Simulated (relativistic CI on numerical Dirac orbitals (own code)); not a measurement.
Cu3+ in a cubic cluster: 1s photoemission with charge transfer

Computed with a charge-transfer multiplet model of a cubic metal-ligand cluster with up to 2 ligand holes, Slater and spin-orbit integrals from Dirac-Coulomb-Breit ions, Slater integrals scaled by 0.8. The ground state mixes d8 with configurations of k ligand holes L, whose averages lie at kΔ + k(k − 1)U_dd/2; a core hole lowers each added d electron by U_cd. 300 K, Lorentzian 1.1 eV and Gaussian 0.6 eV FWHM.

Atomic integrals in eV (Slater integrals scaled, ζ unscaled), ground: F2dd 11.066, F4dd 6.905, zeta_d 0.110; with the core hole: F2dd 12.371, F4dd 7.752, zeta_d 0.148, G2cd 0.077.

Cluster parameters (eV): Δ = 0.6, U_dd = 8.1, 10Dq = 1.7, 10Dq(ligand) = 0.1, V(eg) = 1.45, V(t2g) = -0.79, final-state hopping factor = 1.

Weights, n_d and S are thermal averages at 300 K. Binding energies count from the first peak over 30 % of the highest in each spectrum, which can be another peak from case to case. The parameters are a model scan and need not match a compound or its usual spin state. Peaks in eV (height, largest 100): 0.0 (50), 4.0 (47), 10.4 (100).

(1) Which parameters give this spectrum?
A. U_cd = 10.3 eV
B. U_cd = 10.9 eV
C. U_cd = 12.1 eV
D. U_cd = 11.5 eV
E. U_cd = 8.5 eV

Answers

(1) A. U_cd = 10.3 eV; the ground state then has 8.24 d electrons and S = 1.00. The choice follows from running the model for each set and comparing peak positions and heights.
